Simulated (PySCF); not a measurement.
(Z)-1,3,3-trifluoroprop-1-ene (C₃H₃F₃), SMILES C(/C(F)F)=C/F. Atoms are numbered in the order given.

```xyz
9

F     -2.0810     0.7278     0.0000
C     -1.6134    -0.5144     0.0000
C     -0.3140    -0.7923     0.0000
C      0.7543     0.2435     0.0000
F      1.5456     0.0923     1.0885
F      1.5456     0.0923    -1.0885
H     -2.4090    -1.2650     0.0000
H      0.0036    -1.8374     0.0000
H      0.3521     1.2696     0.0000
```

Geometry: PBE0-D3(BJ)/def2-SVP. The values are those of a single conformer.

Computed with PySCF with PBE/def2-TZVP.

Symmetry labels are those of the subgroup Cs that the program uses (full group Cs).

Computed valence orbital energies around the gap with their symmetry:
```
orbital  symmetry  energy (eV)
-------  --------  -----------
HOMO−7         A"       -11.79
HOMO−6         A'       -11.12
HOMO−5         A"        -9.99
HOMO−4         A'        -9.94
HOMO−3         A'        -9.48
HOMO−2         A"        -9.43
HOMO−1         A'        -8.02
HOMO           A"        -6.97
LUMO           A"        -1.52
LUMO+1         A'         0.69
LUMO+2         A'         0.90
LUMO+3         A'         1.85
```
